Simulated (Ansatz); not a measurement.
`[AlH2][BH][GeH3]` + `SS` → `S[S][GeH3]` + `[BH2][AlH2]` at 400 K and 1 bar (cleavage of the Ge–B bond).

Computed with Ansatz on PBE0-D4/def2-TZVP structures; ΔE is electronic, products minus reactants. CCSD(T)/CBS is the MP2 limit (def2-TZVPP, def2-QZVPP) plus CCSD(T) − MP2 in def2-TZVPP, frozen cores. This one scheme is used for every species. For Ge outer-core shells are correlated without core-valence functions, which leaves a few kJ/mol of doubt a bond. Scalar relativity is left out up to krypton. Each species was taken in one conformer, which may not be the lowest.

```tsv
species	CCSD(T)/CBS energy (Eh)	H − E (kJ/mol)	S (J/(mol·K))
`[AlH2][BH][GeH3]`	-2346.45558	157.2	384.5
`SS`	-796.74576	65.3	266.1
`S[S][GeH3]`	-2874.07545	117.9	355.7
`[BH2][AlH2]`	-269.14094	105.2	282.1
```

H − E and S are ideal-gas, rigid-rotor, harmonic terms from PBE0-D4/def2-TZVP, for one conformer and one mirror image of each species. 1 Eh = 2625.50 kJ/mol, R = 8.31446 J/(mol·K).

By hand: ΔE, ΔH, ΔS and ΔG.

ΔE = (-2874.07545) + (-269.14094) − (-2346.45558) − (-796.74576) = -0.01505 Eh = -39.5 kJ/mol. Δ(H − E) = 117.9 + 105.2 − 157.2 − 65.3 = 0.6, so ΔH = -38.9 kJ/mol. ΔS = 355.7 + 282.1 − 384.5 − 266.1 = -12.8 J/(mol·K). ΔG = -38.9 − 400 × (-12.8)/1000 = -33.8 kJ/mol.

By hand: the equilibrium constant, and the temperature at which ΔG would vanish if ΔH and ΔS stayed fixed.

log₁₀ K = −ΔG/(RT ln 10) = 4.4. ΔG = 0 at ΔH/ΔS = 3039 K, far beyond where these terms or the molecules hold.

The number of gas molecules stays the same, so ΔS is small and ΔH decides. A doubt of 5 kJ/mol in ΔE shifts log₁₀ K by 0.7 here. Other conformers and mirror images would add mixing entropy, several J/(mol·K) or more a flexible species. Modes under 60 cm⁻¹, often nearly free rotors, make the harmonic entropy too high. These are equilibria of isolated gas molecules and say nothing of rates. Largest T1 diagnostic: 0.013 (customary marks: 0.02 for closed shells, 0.045 for open ones).
